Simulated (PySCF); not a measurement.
Disilazane, SMILES [SiH3]N[SiH3] (H7NSi2), singlet, PBE0/def2-SVP optimised geometry.

```
10

Si    -1.66    -0.83     0.00
N      0.08    -0.83     0.00
Si     1.19     0.48    -0.29
H     -2.20    -1.53     1.21
H     -2.11     0.59     0.00
H     -2.25    -1.52    -1.19
H      0.51    -1.75     0.11
H      1.88     0.38    -1.61
H      2.25     0.52     0.76
H      0.40     1.75    -0.25
```

Density from PySCF with PBE0/def2-TZVP at that geometry.

Minimum of the electron density along straight lines between bonded atoms, close to the bond critical point (lines longer than 1.1 times the sum of covalent radii, or with two minima, are not listed):

| bond | length / Å | ρ at the minimum / e bohr⁻³ | ∇²ρ there / e bohr⁻⁵ | position (fraction from the first atom) |
|---|---|---|---|---|
| Si1–N2 | 1.741 | 0.126 | 0.53 | 0.40 |
| N2–Si3 | 1.741 | 0.126 | 0.53 | 0.60 |
| Si1–H4 | 1.497 | 0.120 | 0.14 | 0.49 |
| Si1–H5 | 1.492 | 0.121 | 0.15 | 0.49 |
| Si1–H6 | 1.498 | 0.119 | 0.15 | 0.49 |
| N2–H7 | 1.018 | ? | -1.52 | 0.73 |
| Si3–H8 | 1.498 | 0.119 | 0.15 | 0.49 |
| Si3–H9 | 1.497 | 0.120 | 0.14 | 0.49 |
| Si3–H10 | 1.492 | 0.121 | 0.15 | 0.49 |

**Question.** Fill in the missing entries.

**Answer.** 
- N2–H7, ρ at the minimum / e bohr⁻³: 0.326
